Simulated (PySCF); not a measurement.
## Correlation energy of S⁺ (sulfur, charge +1)

[Ne] 3s1 3p3 3d1, high-spin 6D determinant (an excited configuration). Calculation: PySCF 2.14, in aug-cc-pwCVQZ (10s9p7d5f3g, 134 functions); the non-relativistic Hamiltonian (point nucleus). Frozen: [Ne]; 5 electrons correlated.

MP2 pair energies summed by pair of shells (mhartree):

| pair | energy | share (%) |
| --- | --- | --- |
| 3p-3p | -16.82 | 50.1 |
| 3p-3d | -11.40 | 34.0 |
| 3s-3p | -3.74 | 11.1 |
| 3s-3d | -1.59 | 4.8 |

Total MP2 correlation energy: -33.56 mhartree.

Same-spin part -33.56 and opposite-spin part 0.00 mhartree; SCS-MP2 scales them by 1/3 and 6/5 to -11.19 mhartree.
